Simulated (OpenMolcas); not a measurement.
# Re5+: CASPT2 settings compared

```
Program             : OpenMolcas 26.06
Basis               : ANO-R2 [8s6p5d3f1g]
Scalar Hamiltonian  : X2C, finite nucleus
Active space        : 2 electrons in 5 orbitals (5d)
State averaging     : 2S+1 = 3 even, 10 roots; 2S+1 = 1 even, 15 roots kept (CI in the orbitals of an earlier block)
Spin-orbit coupling : RASSI with atomic mean-field integrals over the reference wave functions, term energies averaged over their components
```

Methods on the same reference wave functions:
A. CASSCF
B. SS-CASPT2, IPEA 0.35 Eh, real shift 0.15 Eh (closed shells correlated: 5s 5p)
C. SS-CASPT2, IPEA 0 Eh, no level shift (closed shells correlated: none)
D. XMS-CASPT2, IPEA 0.15 Eh, imaginary shift 0.2 Eh (closed shells correlated: 5s 5p)

Energies in cm-1 above 5d2 3F2.

| Level | A | B | C | D |
| --- | --- | --- | --- | --- |
| 5d2 3F2 | 0.0 | 0.0 | 0.0 | 0.0 |
| 5d2 3F3 | 8120 | 8430 | 8400 | 8400 |
| 5d2 3F4 | 15007 | 15060 | 15150 | 15050 |
| 5d2 3P0 | 16522 | 14910 | 15110 | 14670 |
| 5d2 1D2 [51 %] | 18769 | 16910 | 17120 | 16920 |
| 5d2 3P1 | 21208 | 19960 | 20280 | 19660 |
| 5d2 1G4 | 29174 | 27380 | 28250 | 27510 |
| 5d2 3P2 [58 %] | 30273 | 28510 | 28780 | 28420 |
| 5d2 1S0 | 57313 | 51480 | 50440 | 51840 |

Among B to D the level of the table that moves most is 5d2 1S0, by 1400 cm-1 (lowest in C, highest in D). Moves below CASPT2's spread within the term are not significant.

From A to B the spin-free energies of the other terms of 5d2 shown, above 3F, scale by factors of 0.74 to 0.88, as is usual when dynamic correlation screens the repulsion within a d or f shell.

The lowest spin-free term lies below A's lowest term by 0.212 hartree in B, 0.004 hartree in C, 0.218 hartree in D.

Term energies are means over components that CASPT2 splits; among the terms shown or strongly mixed into the levels shown the widest spread is 730 cm-1 (5d2 1G, D). Terms from blocks run as CI alone lack orbitals of their own. Without dynamic correlation excited terms often stand tens of per cent too high (terms of higher spin than the ground term too low), and those without a measured partner can miss by more than the paired ones (holds for A). Only configurations of the active space appear.

A share in square brackets marks a mixed level and gives the weight of the term that names it, the lowest over the columns.
